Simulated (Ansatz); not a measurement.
Cost and result for the atomization energy of AsBH$_{4}$ (`B[AsH2]`) (6 atoms, 5 bonds).

Total charge 0; spin multiplicity 1. Correlated methods include outer-core shells of As, which these sets cover unevenly. Scalar relativity is left out up to krypton. All single points use the PBE0-D4/def2-TZVP geometry. Program: Ansatz. All runs use 2 threads of an Arm Neoverse V2 on a shared host. Times are those of one run each, without the atoms' runs, and a repeat can differ threefold. Electronic energies, without spin–orbit coupling; frozen cores. CCSD(T)/CBS adds CCSD(T) − MP2 in def2-TZVPP to the MP2 limit, and its time is that of the two runs behind it. T1 = 0.014. With those shells the extrapolation isn't a true limit. HSE06 is the plane-wave form, built on full-range PBE exchange.

CCSD(T)/CBS is a level of theory with its own doubt, some kJ/mol a heavy atom from the limit and from the frozen cores, so smaller differences don't rank the functionals.

| level | functions | wall time |
| --- | --- | --- |
| LDA (SPW92)/def2-TZVPP | 135 | 0.7 s |
| CCSD(T)/def2-SVP | 66 | 1.1 s |
| revPBE-D4/def2-TZVPP | 135 | 1.2 s |
| PBE-D4/def2-TZVPP (with forces) | 135 | 1.3 s |
| PBE0-D4/def2-TZVPP | 135 | 1.4 s |
| HSE06-D4/def2-TZVPP | 135 | 1.6 s |
| CAM-B3LYP-D4/def2-TZVPP | 135 | 1.7 s |
| r2SCAN-D4/def2-TZVPP (with forces) | 135 | 2.7 s |
| B97M-V/def2-TZVPP | 135 | 4.7 s |
| ωB97M-V/def2-TZVPP (with forces) | 135 | 6.5 s |
| MP2/def2-QZVPP | 266 | 8 s |
| CCSD(T)/def2-TZVPP | 135 | 13 s |
| CCSD(T)/CBS(def2) | – | 21 s |

Q: What atomization energy does each give, and how far from CCSD(T)/CBS? (Estimate.)

A: Computed: 
```
                             level  atomization (kJ/mol)  difference from CCSD(T)/CBS  per bond
            LDA (SPW92)/def2-TZVPP                1876.2                        224.8      45.0
                  CCSD(T)/def2-SVP                1547.4                       -104.0     -20.8
              revPBE-D4/def2-TZVPP                1635.3                        -16.1      -3.2
   PBE-D4/def2-TZVPP (with forces)                1666.6                         15.2       3.0
                PBE0-D4/def2-TZVPP                1650.3                         -1.1      -0.2
               HSE06-D4/def2-TZVPP                1649.7                         -1.7      -0.4
           CAM-B3LYP-D4/def2-TZVPP                1677.4                         26.0       5.2
r2SCAN-D4/def2-TZVPP (with forces)                1669.5                         18.1       3.6
                 B97M-V/def2-TZVPP                1683.1                         31.7       6.3
  ωB97M-V/def2-TZVPP (with forces)                1660.6                          9.2       1.8
                    MP2/def2-QZVPP                1615.7                        -35.7      -7.2
                CCSD(T)/def2-TZVPP                1616.1                        -35.3      -7.1
                 CCSD(T)/CBS(def2)                1651.4                          0.0       0.0
```

In def2-TZVPP, CCSD(T) changes the Hartree–Fock value by +394.2 kJ/mol (the triples alone add +17.6 kJ/mol) and MP2 by +373.3 kJ/mol; breaking electron pairs costs correlation energy, which Hartree–Fock lacks. Leaving LDA and LC-ωPBE aside and taking each functional with its dispersion term where it has one, the values spread over 47.8 kJ/mol, from revPBE-D4 to B97M-V. LDA lies +217.4 kJ/mol from PBE without D4, its usual overbinding. From BLYP to BHLYP (50 % exact exchange), in def2-TZVPP and without D4, the atomization energy moves by −12.6 kJ/mol: exact exchange takes away binding that semilocal exchange gives to molecules.
